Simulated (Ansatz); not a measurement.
One change: `N#C[SiH2][SiH2]Cl` becomes `Cl[SiH2][SiH2][GeH3]`.

Ansatz, PBE0-D4/def2-TZVP geometries, multiplicity 1. Each molecule was computed in one conformer, which needn't be the lowest.

Scalar relativity is left out up to krypton.

```
                               property  `N#C[SiH2][SiH2]Cl`
    HOMO–LUMO gap (PBE/def2-TZVPP) / eV                 5.29
      LUMO energy (PBE/def2-TZVPP) / eV                -2.21
   HOMO–LUMO gap (PBE0/def2-TZVPP) / eV                 7.37
     HOMO energy (PBE0/def2-TZVPP) / eV                -8.69
    HOMO energy (B3LYP/def2-TZVPP) / eV                -8.48
HOMO–LUMO gap (ωB97M-V/def2-TZVPP) / eV                11.32
```

Q: What does the change do to each property? (Estimate.)

A: Ansatz gave: 
```json
{"property": "HOMO–LUMO gap (PBE/def2-TZVPP) / eV", "`Cl[SiH2][SiH2][GeH3]`": "5.36", "shift": "0.07"}
{"property": "LUMO energy (PBE/def2-TZVPP) / eV", "`Cl[SiH2][SiH2][GeH3]`": "-1.52", "shift": "0.69"}
{"property": "HOMO–LUMO gap (PBE0/def2-TZVPP) / eV", "`Cl[SiH2][SiH2][GeH3]`": "7.30", "shift": "-0.07"}
{"property": "HOMO energy (PBE0/def2-TZVPP) / eV", "`Cl[SiH2][SiH2][GeH3]`": "-7.99", "shift": "0.70"}
{"property": "HOMO energy (B3LYP/def2-TZVPP) / eV", "`Cl[SiH2][SiH2][GeH3]`": "-7.78", "shift": "0.70"}
{"property": "HOMO–LUMO gap (ωB97M-V/def2-TZVPP) / eV", "`Cl[SiH2][SiH2][GeH3]`": "11.05", "shift": "-0.27"}
```

With PBE0 the HOMO rises by 0.70 eV and the LUMO rises by 0.63 eV, so the gap narrows by about 0.07 eV. PBE moves the HOMO by 0.62 eV and ωB97M-V by 0.76 eV.

Positive LUMOs are unbound, so they and the gaps depend on the basis.

B3LYP here is the variant with VWN-RPA as its local correlation; programs differ in this.
